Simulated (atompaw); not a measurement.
**PBEsol PAW (atompaw) dataset for technetium (Tc), scalar-relativistic all-electron reference.**

atompaw 4.2.0.5 was run on this input:

```
Tc 43
GGA-PBESOL scalarrelativistic loggrid 1500 logderivrange -3 5 201
5 5 4 0 0 0
5 0 1
5 1 1
4 2 5
0 0 0
c
c
c
c
v
c
c
c
v
c
v
2
2.95 2.65 2.30 1.50
y
1.6
n
y
1.55
n
y
0.5
n
custom rrkj vanderbiltortho sinc
bessel
2.95
2.95
2.95
2.95
2.95
1.45
PWSCFOUT
UPFDX 0.0125d0 UPFXMIN -7.d0 UPFZMESH 43.d0
END
```

Command:

```bash
atompaw < Tc.input > Tc.log
```

Resulting log (summary file):

```
Completed calculations for Tc (AE)

 Exchange-correlation type: GGA, Perdew-Burke-Ernzerhof modified (PBEsol)

 Radial integration grid is logarithmic
 r0 =   2.0011262E-04 h =   8.6048428E-03   n =      1500 rmax =   8.0000000E+01

 Scalar relativistic calculation

 AEatom converged in  33 iterations
   nz     =  43.00
   delta  =       1.550422954625E-15

 All Electron Orbital energies:
  n  l      occupancy      energy
  1  0      2.0000000E+00 -1.5329943E+03
  2  0      2.0000000E+00 -2.1881960E+02
  3  0      2.0000000E+00 -3.8184218E+01
  4  0      2.0000000E+00 -5.4964861E+00
  5  0      1.0000000E+00 -4.4106257E-01
  2  1      6.0000000E+00 -1.9589099E+02
  3  1      6.0000000E+00 -3.0659159E+01
  4  1      6.0000000E+00 -3.4375611E+00
  5  1      1.0000000E+00 -1.5454819E-01
  3  2      1.0000000E+01 -1.8471940E+01
  4  2      5.0000000E+00 -5.9081975E-01

 Total energy
   Total                    :    -8566.40695928769674

 ---
 Completed calculations for Tc (SC)

 Exchange-correlation type: GGA, Perdew-Burke-Ernzerhof modified (PBEsol)

 Radial integration grid is logarithmic
 r0 =   2.0011262E-04 h =   8.6048428E-03   n =      1500 rmax =   8.0000000E+01

 Scalar relativistic calculation

 SCatom converged in   3 iterations
   nz     =  43.00
   delta  =       8.192195711574E-17

 Valence Electron Orbital energies:
  n  l      occupancy      energy
   5  0      1.0000000E+00 -4.4106257E-01
   5  1      1.0000000E+00 -1.5454819E-01
   4  2      5.0000000E+00 -5.9081975E-01

 Total energy
   Total                    :    -8566.40695929149842
   Valence                  :     -266.79129501943163

 PAW parameters:
       lmax =            2
         rc =    2.9633097809409743
        irc =         1117
   rc_shape =    2.6725721303851135
    rc_vloc =    2.3088446106371330
    rc_core =    1.5014908159305458
   Vloc: truncated form - Vps(r)=A.sin(qr)/r for r<rc
   Projector type: RRKJ pseudization + Vanderbilt ortho.
   Sinc^2 compensation charge shape zeroed at   2.6726E+00

 Number of basis functions     6
 No.   n  nodes  l      Energy         Cp coeff         Occ
  1    5    4    0   -0.4410626E+00  0.1893953E+02  0.1000000E+01
  2  999    5    0    0.1600000E+01  0.3989802E+00  0.0000000E+00
  3    5    3    1   -0.1545482E+00  0.9013770E+02  0.1000000E+01
  4  999    4    1    0.1550000E+01  0.6819966E+00  0.0000000E+00
  5    4    1    2   -0.5908198E+00 -0.2398046E+01  0.5000000E+01
  6  999    2    2    0.5000000E+00 -0.3566286E+00  0.0000000E+00

 Eigenvalues of overlap operator (in the basis of projectors):
    1        4.64155030E-02
    2        5.94578906E-02
    3        4.00343871E-01
    4        1.06324118E+01
    5        2.97351446E+01
    6        7.72776007E+01

 Orbital leakage outside PAW augmentation regions
   orb  is_core?  %out_of_sphere
   1 0    T           0.00
   2 0    T           0.00
   3 0    T           0.00
   4 0    T           0.03
   5 0    F          53.52
   2 1    T           0.00
   3 1    T           0.00
   4 1    T           0.17
   5 1    F          80.70
   3 2    T           0.00
   4 2    F           7.26

 Summary of PAW energies
   Total valence energy     :   -266.79122071629735
   Smooth energy            :     -5.36354511350182
   One center               :   -261.42767560279555
   Smooth kinetic           :      5.68221327156098
   Vloc energy              :      0.21956437433325
   Smooth exch-corr         :    -12.79697711865825
   One-center xc            :   -238.95278648212624
```

The run took about 2.8 s on one core of a shared server CPU.
